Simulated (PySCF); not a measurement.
Match the calculated data to a structure.

All candidates are C8H15B.

| technique | computed result |
| --- | --- |
| Rotational structure | rotational constants A, B, C: 3.517, 0.995, 0.829 GHz [PBE0-D3(BJ)/def2-SVP] |
| UV, first state | lowest singlet excitation: 5.81 eV (213 nm, f = 0.002) [TDDFT CAM-B3LYP/def2-SVPD] |
| 13C NMR | chemical shifts (computed TMS as zero) by class: 43.7 (1 C), 37.5 (1 C), 36.0 (1 C), 30.6 (1 C), 25.8 (1 C), 22.0 (1 C), 5.8 (1 C), 5.7 (1 C) ppm [GIAO PBE0/pcSseg-1] |
| UV, strongest line | among the 10 lowest singlet transitions: S8 at 7.90 eV (157 nm, f = 0.026) [TDDFT CAM-B3LYP/def2-SVPD] |
| 1H NMR | chemical shifts (computed TMS as zero) by class: 7.63 (1 H), 2.32 (1 H), 2.04 (1 H), 1.85 (1 H), 1.82 (1 H), 1.31 (1 H), 1.11 (1 H), 0.74 (1 H), 0.60 (1 H), 0.47 (1 H), 0.45 (1 H), 0.25 (1 H), 0.09 (1 H), 0.04 (1 H), 0.04 (1 H) ppm [GIAO PBE0/pcSseg-1] |
| Valence photoelectron | vertical ionisation energy: 9.69 eV [ΔSCF CAM-B3LYP/def2-SVPD] |
| NMR, other nuclei | isotropic shieldings of nuclei other than C and H, by class: 14 (1 B) ppm [GIAO PBE0/pcSseg-1] |
| Triplet | lowest triplet excitation (Tamm–Dancoff): 5.33 eV [TDA CAM-B3LYP/def2-SVPD] |

Gas-phase values; electronic properties from PySCF, density fitting. Levels stand in brackets. Isolated species at its PBE0-D3(BJ)/def2-SVP geometry (one conformer only). NMR values are class means; diastereotopic atoms form classes of their own.

Question: Which candidate is it?
A. `B1CCC[C@@H](C2CC2)C1`
B. `C=C(C)[C@H]1CBCCC1`
C. `B1[C@H]2CCC[C@@H]1CCC2`

Answer: A. It is `B1CCC[C@@H](C2CC2)C1`. Numbering: `[BH:1]1[CH2:2][CH2:3][CH2:4][C@@H:5]([CH:6]2[CH2:7][CH2:8]2)[CH2:9]1`. 8 carbons fall into 8 classes; from least to most shielded: sp3 CH carbon [C5] (43.7 ppm), ring sp3 carbon bound to boron [C9] (37.5 ppm), ring CH2 carbon [C4] (36.0 ppm), ring sp3 carbon bound to boron [C2] (30.6 ppm), ring CH2 carbon [C3] (25.8 ppm), three-membered-ring carbon [C6] (22.0 ppm), three-membered-ring carbon [C7] (5.8 ppm), three-membered-ring carbon [C8] (5.7 ppm). Hydrogen classes from least to most shielded: 1 H on a three-coordinate boron, B1 (7.63 ppm), 1 H on an sp3 carbon bound to boron, C9 (2.32 ppm), 1 H on an sp3 carbon bound to boron, C2 (2.04 ppm), 1 H on a ring CH2 carbon, C4 (1.85 ppm), 1 H on a ring CH2 carbon, C3 (1.82 ppm), 1 H on a ring CH2 carbon, C3 (1.31 ppm), 1 H on a ring CH2 carbon, C4 (1.11 ppm), 1 H on an sp3 carbon bound to boron, C2 (0.74 ppm), 1 H on an sp3 carbon bound to boron, C9 (0.60 ppm), 1 H on a three-membered-ring carbon, C8 (0.47 ppm), 1 H on a three-membered-ring carbon, C7 (0.45 ppm), 1 H on a three-membered-ring carbon, C6 (0.25 ppm); 3 more classes are left out. The other shieldings belong to: 14 ppm, three-coordinate boron [B1]. The first electron is taken from the HOMO, whose largest Löwdin shares are 0.17 on a three-membered-ring carbon, 0.12 on a three-membered-ring carbon, 0.11 on a three-membered-ring carbon and 0.10 on the sp3 CH carbon. The optimised geometry has point group C1 and is an asymmetric top.

The others, at the same levels:
- `B1[C@H]2CCC[C@@H]1CCC2` fails: it has 3 carbon classes against 8; its computed 13C shifts are 35.8 (2 C), 34.3 (4 C), 25.0 (2 C) ppm, 1H shifts are 8.07 (1 H), 2.09 (2 H), 1.65 (4 H), 1.62 (4 H), 1.51 (2 H), 0.77 (2 H) ppm and lowest singlet excitation is 5.29 eV (234 nm, f = 0.003) (against 5.81 eV).
- `C=C(C)[C@H]1CBCCC1` fails: its computed 13C shifts are 162.7 (1 C), 113.4 (1 C), 42.5 (1 C), 37.6 (1 C), 33.2 (1 C), 30.8 (1 C), 25.7 (1 C), 25.0 (1 C) ppm, 1H shifts are 7.60 (1 H), 5.02 (1 H), 4.94 (1 H), 2.47 (1 H), 2.08 (1 H), 1.89 (1 H), 1.87 (3 H), 1.69 (1 H), 1.66 (1 H), 1.45 (1 H), 1.23 (1 H), 0.81 (1 H), 0.47 (1 H) ppm and vertical ionisation energy is 9.00 eV (against 9.69 eV).
